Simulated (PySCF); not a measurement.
## Exercise with solution: oscillator strength and radiative lifetime

GeH₂Cl₂, SMILES [Cl][GeH2][Cl].

The structure is a stationary point at B3LYP-D3(BJ)/def2-TZVP.

PySCF with TDA-B3LYP/def2-SVPD puts the first singlet state with f over 0.02 at 6.39 eV (vertical), with the transition dipole (0.000, 0.402, 0.000) in atomic units.

Task: Find the oscillator strength, the wavelength and the radiative lifetime that this transition would have in vacuum if emission retraced absorption.

Result: 
|μ|² = 0.1616 au, so |μ| = 1.02 D. ΔE = 6.39/27.211 = 0.2348 hartree. f = (2/3) ΔE |μ|² = 0.025 (the program prints 0.025).
λ = 1239.84/6.39 = 194 nm; ν = 51539 cm⁻¹.
Einstein's coefficient A = 0.6670 ν² f s⁻¹ (ν in cm⁻¹) = 4.5e7 s⁻¹, so τ = 1/A = 22 ns. This state is S1. The figure is the radiative limit of this one transition; relaxation, internal conversion, crossing to triplets and a medium change what is measured.
